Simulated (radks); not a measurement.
The numbers below are computed, except where a source is named.
Problem. All-electron atom: Te in [Kr] 4d10 5s1 5p4 5d1 (not the ground configuration). Level of theory: Dirac Kohn-Sham, SOGGA, spin-unpolarised, spherical densities, point nucleus; open shells fill j = l - 1/2 first (a radial shooting solver on a logarithmic mesh with Libxc functionals). Some entries of the table are withheld. Estimate them.

orbital,occ.,eigenvalue (hartree),<1/r> (bohr^-1),<r> (bohr)
1s1/2,2,-1161.152,55.56,0.02782
2s1/2,2,-178.1904,12.94,0.1195
2p1/2,2,-166.9852,12.92,0.1008
2p3/2,4,-156.9054,11.96,0.1064
3s1/2,2,-35.62406,4.600,0.3220
3p1/2,2,-31.01606,4.511,0.3124
3p3/2,4,-29.13754,4.273,0.3238
3d3/2,4,-21.00226,(1),0.2947
3d5/2,6,-20.60934,(2),0.2984
4s1/2,2,-6.23974,1.836,0.7646
4p1/2,2,-4.65543,1.724,(3)
4p3/2,4,-4.29749,1.647,(4)
4d3/2,4,-1.76823,1.384,(5)
4d5/2,6,-1.71399,1.364,(6)
5s1/2,1,(7),0.6436,2.026
5p1/2,2,-0.38447,0.5344,2.415
5p3/2,2,-0.34991,0.5103,2.517
5d3/2,1,-0.02108,(8),7.367
5d5/2,0,-0.02040,(9),7.540

Solution. 
(1) 3d3/2 <1/r> (bohr^-1): 4.126
(2) 3d5/2 <1/r> (bohr^-1): 4.065
(3) 4p1/2 <r> (bohr): 0.8014
(4) 4p3/2 <r> (bohr): 0.8300
(5) 4d3/2 <r> (bohr): 0.9621
(6) 4d5/2 <r> (bohr): 0.9742
(7) 5s1/2 eigenvalue (hartree): -0.72098
(8) 5d3/2 <1/r> (bohr^-1): 0.1871
(9) 5d5/2 <1/r> (bohr^-1): 0.1822
